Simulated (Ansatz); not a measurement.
Frontier orbitals of CH4AlClGe.

Z-matrix (Å, degrees):
```
Al
Ge 1 2.574
Cl 1 2.235 2 64.7
C 1 1.921 2 51.4 3 119.5
H 1 1.894 2 42.3 3 -109.1
H 1 1.571 2 150.5 3 -105.8
H 4 1.088 1 123.2 2 -110.7
H 4 1.095 1 116.2 2 107.4
```

Total charge 0; spin multiplicity 1. Correlated methods include outer-core shells of Ge, which these sets cover unevenly. Scalar relativity is left out up to krypton. The bonds changed during the relaxation, so this is another structure than the one it started from. The geometry is a stationary point of PBE0-D4/def2-TZVP. Basis def2-TZVPP, Ansatz 0.2.0.

| functional | HOMO (eV) | LUMO (eV) | gap (eV) |
| --- | --- | --- | --- |
| LDA (SPW92) | -5.75 | -2.79 | 2.96 |
| PBE | -5.58 | -2.54 | 3.04 |
| PBE0 | -6.58 | -1.73 | 4.85 |
| B3LYP | -6.39 | -1.93 | 4.46 |
| ωB97X-V | -8.75 | 0.32 | 9.07 |
| ωB97M-V | -8.63 | 0.18 | 8.81 |

Against PBE, PBE0 changes HOMO and LUMO by −1.00 and +0.81 eV, ωB97M-V by −3.04 and +2.72 eV. A gap of 3.04 eV thus becomes 8.81 eV for the same molecule, so an orbital gap means little without its functional. A positive LUMO is unbound and depends on the basis.

B3LYP here is the variant with VWN-RPA as its local correlation; programs differ in this.
